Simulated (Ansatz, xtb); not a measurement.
## Two isomers of C3H7BO

Structure a is `B[C@@]1(C)CO1`, a singlet and structure b is `B[C@@H]1O[C@@H]1C`, a singlet. Both are isolated molecules in the gas phase, relaxed with r2SCAN-D4/def2-SVP; the shapes shown needn't be the lowest conformers.

a (Å):

```yaml
atoms:
  - { symbol: C, position_ang: [1.0546, -1.2396, 0.6531] }
  - { symbol: C, position_ang: [0.6422, -0.5585, 1.9352] }
  - { symbol: C, position_ang: [0.5651, -0.6462, -0.6414] }
  - { symbol: B, position_ang: [2.4297, -1.8997, 0.4281] }
  - { symbol: O, position_ang: [-0.0576, -1.7749, -0.1138] }
  - { symbol: H, position_ang: [2.5586, -2.7071, -0.4587] }
  - { symbol: H, position_ang: [3.3856, -1.5455, 1.0780] }
  - { symbol: H, position_ang: [0.5071, -1.3005, 2.7380] }
  - { symbol: H, position_ang: [-0.3103, -0.0214, 1.8088] }
  - { symbol: H, position_ang: [1.4149, 0.1532, 2.2660] }
  - { symbol: H, position_ang: [0.0250, 0.3095, -0.5563] }
  - { symbol: H, position_ang: [1.1162, -0.7905, -1.5830] }
```

b (Å):

| atom | x (Å) | y (Å) | z (Å) |
| --- | --- | --- | --- |
| C | 1.7032 | -1.5274 | 1.4851 |
| C | 1.7921 | -1.1809 | 0.0204 |
| C | 0.7485 | -0.4232 | -0.7535 |
| B | 0.4397 | -1.1608 | 2.2855 |
| O | 2.5514 | -0.4754 | 0.9527 |
| H | -0.1622 | -2.0354 | 2.8632 |
| H | 0.0276 | -0.0280 | 2.3164 |
| H | 2.2718 | -2.4344 | 1.7444 |
| H | 2.3652 | -1.9132 | -0.5745 |
| H | 1.2329 | 0.1270 | -1.5762 |
| H | 0.0121 | -1.1101 | -1.2000 |
| H | 0.2261 | 0.3025 | -0.1165 |

Q: Estimate which is lower in electronic energy at CCSD(T)/def2-SVP + ΔMP2/def2-TZVPP, and by roughly how much.

A: Too close to call at this level: CCSD(T)/def2-SVP + ΔMP2/def2-TZVPP gives E(b) − E(a) = +0.35 kJ/mol.

How the difference moves with the method:

| level | geometry | E(b) − E(a) (kJ/mol) | departure from the last row (kJ/mol) | job, with rough time for the two |
| --- | --- | --- | --- | --- |
| GFN2-xTB | GFN2-xTB | −3.46 | −3.81 | optimisation, 0.18 s |
| HF/STO-3G | GFN2-xTB | −2.77 | −3.12 | single point, 0.28 s |
| r2SCAN-D4/def2-SVP//GFN2-xTB | GFN2-xTB | −3.06 | −3.41 | single point, 2.2 s |
| r2SCAN-D4/def2-SVP | r2SCAN-D4/def2-SVP | −1.29 | −1.64 | optimisation, 29 s |
| HF/def2-SVP | r2SCAN-D4/def2-SVP | −3.79 | −4.14 | part of the CCSD(T) run |
| MP2/def2-SVP | r2SCAN-D4/def2-SVP | +0.92 | +0.57 | part of the CCSD(T) run |
| CCSD(T)/def2-SVP | r2SCAN-D4/def2-SVP | +0.09 | −0.26 | single point |
| CCSD(T)/def2-SVP + ΔMP2/def2-TZVPP | r2SCAN-D4/def2-SVP | +0.35 |  | single point, 24 s |

As drawn, both hold the same kinds of bond in the same numbers.

The largest departure from CCSD(T)/def2-SVP + ΔMP2/def2-TZVPP is that of HF/def2-SVP, 4.14 kJ/mol. The last row adds to CCSD(T) the change of the MP2 difference between the two basis sets, here +0.26 kJ/mol.

With harmonic frequencies from r2SCAN-D4/def2-SVP (ideal gas, rigid rotor, one conformer each, 298.15 K, 1 atm): on the last row, ΔE + ΔZPE = +1.20, ΔH = +1.12, ΔG = +1.11 kJ/mol.

The correlated steps freeze 5 core orbitals. Programs: Ansatz 0.2.0, xtb 6.7.1; the last row on 2 threads of Intel(R) Xeon(R) 6975P-C (Granite Rapids) on a shared host.
